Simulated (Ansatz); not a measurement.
## Which isomer of ClGaH4N2 gives these data?

These gas-phase data were calculated for one isomer of ClGaH4N2 at PBE0-D4/def2-SVP (harmonic, unscaled wavenumbers; equilibrium rotational constants with average atomic masses):

* rotational constants: 12.16, 1.79, 1.574 GHz
* all wavenumbers above 1500 cm⁻¹: 3574, 3540, 3489, 2070, 1664

Candidates:

(1) `[NH2][Ga]([NH2])[Cl]`, a singlet
(2) `N[NH][GaH][Cl]`, a singlet

Task: Which candidate do the data belong to?

Result: Candidate (2). The band at 2070 cm⁻¹ lies where the Ga–H stretch is expected; (1) has no mode between 1700 and 2150 cm⁻¹.

The same quantities for all candidates:

```
     rotational constants (GHz)         wavenumbers above 1500 cm⁻¹  E above the lowest, PBE0-D4/def2-SVP (kcal/mol)
(1)         5.591, 2.929, 1.923  3741, 3741, 3631, 3629, 1524, 1514                                              0.0
(2)          12.16, 1.79, 1.574        3574, 3540, 3489, 2070, 1664                                             43.5
```

Each candidate is one conformer. Programs: Ansatz 0.2.0.
